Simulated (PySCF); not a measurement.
A structure optimised at PBE-D3(BJ)/def2-SVP, used in a PySCF frequency run:

```
C
C 1 1.3534
H 1 1.1003 2 122.99
H 2 1.1017 1 126.11 3 0.00
C 2 1.5070 4 117.10 1 180.00
O 5 1.2083 2 125.82 4 0.00
O 5 1.3804 6 122.55 2 180.00
Si 7 1.7198 5 112.20 6 180.00
H 8 1.4986 7 110.32 5 -118.89
H 8 1.4986 9 110.39 7 122.19
```

**Question.** Write its SMILES, formula and point group.

**Answer.** O=C1C=C[SiH2]O1, C3H4O2Si, Cs

**Question.** What are its rotational constants (standard atomic weights)?

**Answer.** 6.1661, 2.7184, 1.9306 GHz
